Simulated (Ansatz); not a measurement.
`FB(Cl)[O][InH2]` + CH₃OH → `COB(F)Cl` + `[OH][InH2]`  (ligand exchange at a B–O bond)

Isolated molecules relaxed with PBE0-D4/def2-TZVP in Ansatz; ΔE leaves out vibrations. CBS: MP2 limit from def2 TZ/QZ plus the TZ coupled-cluster correction, frozen cores. This one scheme is used for every species. DFT in def2-TZVPP. def2 core potentials past Kr. For In outer-core shells are correlated without core-valence functions, which leaves a few kJ/mol of doubt a bond. Each species was taken in one conformer, which may not be the lowest.

`FB(Cl)[O][InH2]`:

Z-matrix (Å, degrees):
```
B
Cl 1 1.767
O 1 1.313 2 123.3
F 1 1.352 2 115.6 3 -180.0
In 3 2.038 1 122.6 2 180.0
H 5 1.700 3 110.2 1 91.8
H 5 1.700 3 110.2 1 -91.7
```

CH₃OH:

Cartesian coordinates in Å:
```
C -0.043 -0.351 0.040
O -0.239 0.923 -0.529
H -0.664 -1.051 -0.521
H -0.351 -0.391 1.092
H 0.999 -0.686 -0.034
H 0.297 1.557 -0.049
```

`COB(F)Cl`:

```xyz
8

C     0.343    0.141   -1.054
O     0.475    0.479    0.313
B    -0.250   -0.015    1.316
F     0.008    0.407    2.540
Cl   -1.540   -1.202    1.113
H     1.259   -0.353   -1.381
H     0.214    1.063   -1.622
H    -0.509   -0.519   -1.225
```

`[OH][InH2]`:

Cartesian coordinates in Å:
```
O -0.852 -1.107 0.035
In 0.327 0.471 -0.255
H -0.919 -1.369 0.956
H 1.034 1.112 1.170
H 0.410 0.893 -1.905
```

```tsv
level	ΔE (kJ/mol)
CAM-B3LYP-D4	16.5
HF/def2-TZVPP	29.4
```

What does CCSD(T)/CBS give? (An estimate is asked.)

Ansatz gave: +18.6 kJ/mol. The listed levels differ from it by -2.1, 10.8 kJ/mol.

Largest T1 diagnostic among the species: 0.017.

Leaving LDA and LC-ωPBE aside and taking each functional with its dispersion term where it has one, the values, not all of them listed here, spread over 10.5 kJ/mol, from PBE-D4 to BHLYP-D4. LDA lies −7.8 kJ/mol from PBE without D4. In def2-TZVPP, CCSD(T) changes the Hartree–Fock value by −9.0 kJ/mol (the triples alone add −1.9 kJ/mol) and MP2 by −10.7 kJ/mol. At CCSD(T), def2-SVP lies +7.1 kJ/mol from the extrapolated value and def2-TZVPP +1.8 kJ/mol.

CCSD(T)/CBS has its own doubt, a few kJ/mol and more with outer-core shells, so smaller differences from it don't rank the levels.
